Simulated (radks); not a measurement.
All-electron atom: Ru XIII in [Ar] 3d10 4s2 4p2 (the NIST ground configuration). Method: non-relativistic Kohn-Sham, PBE, spin-polarised, spherical densities, point nucleus; open shells are filled with parallel spins first (spin-orbit coupling, left out, can overturn this in heavy ions); relativity is left out, which matters for an element this heavy; computed with a radial shooting solver on a logarithmic mesh with Libxc functionals.

Radial electron density D(r) = 4 pi r^2 rho(r):

```
   r/bohr * D(r) (the largest magnitude, 68.7, reaches the edge; | marks zero)
 0.003104 |   *
 0.003528 |    *
 0.004009 |      *
 0.004557 |       *
 0.005138 |         *
 0.005839 |           *
 0.006637 |              *
 0.007483 |                *
 0.008505 |                    *
 0.009666 |                       *
   0.0109 |                          *
  0.01239 |                              *
  0.01408 |                                  *
  0.01587 |                                     *
  0.01804 |                                        *
   0.0205 |                                          *
  0.02312 |                                           *
  0.02628 |                                           *
  0.02986 |                                          *
  0.03367 |                                        *
  0.03827 |                                       *
  0.04349 |                                     *
  0.04904 |                                    *
  0.05574 |                                     *
  0.06335 |                                        *
    0.072 |                                            *
  0.08118 |                                                *
  0.09226 |                                                    *
   0.1049 |                                                      *
   0.1182 |                                                     *
   0.1344 |                                                 *
   0.1527 |                                            *
   0.1722 |                                       *
   0.1957 |                                   *
   0.2224 |                                   *
   0.2508 |                                     *
    0.285 |                                        *
    0.324 |                                          *
   0.3653 |                                        *
   0.4151 |                                  *
   0.4718 |                          *
    0.532 |                  *
   0.6046 |            *
   0.6872 |        *
   0.7748 |      *
   0.8806 |     *
    1.001 |    *
    1.138 |  *
    1.283 | *
    1.458 |*
    1.657 *
    1.868 *
    2.123 *
    2.413 *
    2.721 *
```

D(r) has 3 maxima, at r = 0.0248, 0.107, 0.324 bohr, and minima at 0.0486, 0.212 bohr, inside which lie 2.04, 11.23 electrons.
